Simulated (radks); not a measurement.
Values are calculated unless marked as measured or tabulated.
Excited configurations of Ti+: one electron is placed in a higher orbital outside [Ar] 3d2. The ground configuration is [Ar] 3d2 4s1. Code: a radial shooting solver on a logarithmic mesh with Libxc functionals. Model: scalar-relativistic Kohn-Sham, BLYP, spin-polarised, spherical densities, finite nucleus; open shells are filled with parallel spins first; Fermi nuclear charge, rms radius 3.5921 fm. Excitation = E - E(ground); binding = E(ion) - E, where the ion is the core of charge +2; n* = 2/sqrt(2 binding) in atomic units, and the quantum defect is n - n*.

| outer orbital | excitation (eV) | binding (eV) | n* | quantum defect | eigenvalue (eV) | <r> (bohr) |
|---|---|---|---|---|---|---|
| 5s | 7.772 | 6.278 | 2.944 | 2.056 | -4.974 | 6.744 |
| 5d | 10.626 | 3.425 | 3.986 | 1.014 | -2.591 | 10.91 |

Estimate the row for 6s.

Answer. excitation (eV) 10.407; binding (eV) 3.643; n* 3.865; quantum defect 2.135; eigenvalue (eV) -2.899; <r> (bohr) 11.63. The Delta-SCF ionisation energy is 14.051 eV (NIST Atomic Spectra Database: 13.576 eV, measured). Self-interaction in the functional shifts the binding energies and quantum defects, so they are the method's values and not measured ones. Open shells are spherical and high-spin; term and fine-structure splittings are not resolved.
